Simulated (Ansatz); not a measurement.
[Ni(NH3)4]2+ (NiN4H12²⁺). Charge 2, multiplicity 1. Geometry PBE0-D4/def2-SVP, basis def2-TZVP, Ansatz.

```xyz
17

Ni    0.000    0.000    0.000
N     0.964   -0.954   -1.403
H     0.440   -0.998   -2.287
H     1.169   -1.930   -1.157
H     1.877   -0.568   -1.664
N    -1.304   -1.449    0.089
H    -1.235   -1.993    0.958
H    -1.250   -2.150   -0.658
H    -2.275   -1.118    0.049
N    -0.941    0.936    1.430
H    -0.317    1.246    2.185
H    -1.669    0.401    1.915
H    -1.419    1.785    1.103
N     1.281    1.467   -0.116
H     2.215    1.209    0.227
H     1.041    2.316    0.407
H     1.424    1.800   -1.077
```

| run | HOMO (eV) | LUMO (eV) |
| --- | --- | --- |
| A | -19.36 | -8.74 |
| B | -14.38 | -12.32 |
| C | -14.33 | -12.73 |
| D | -16.20 | -11.28 |

LC-ωPBE has ω = 0.4 bohr⁻¹. B3LYP takes the VWN-RPA correlation.

Q: The runs used B3LYP, LC-ωPBE, LDA (SPW92), r2SCAN. Estimate which is which.

A: A LC-ωPBE (range-separated); B r2SCAN (0 % exact exchange); C LDA (SPW92) (0 % exact exchange); D B3LYP (20 % exact exchange). Exact exchange lowers occupied and raises empty levels; among semilocal functionals meta-GGAs tend to open the gap a little, and such runs are hard to tell apart. The gap grows from 1.60 eV (LDA (SPW92)) to 10.63 eV (LC-ωPBE).
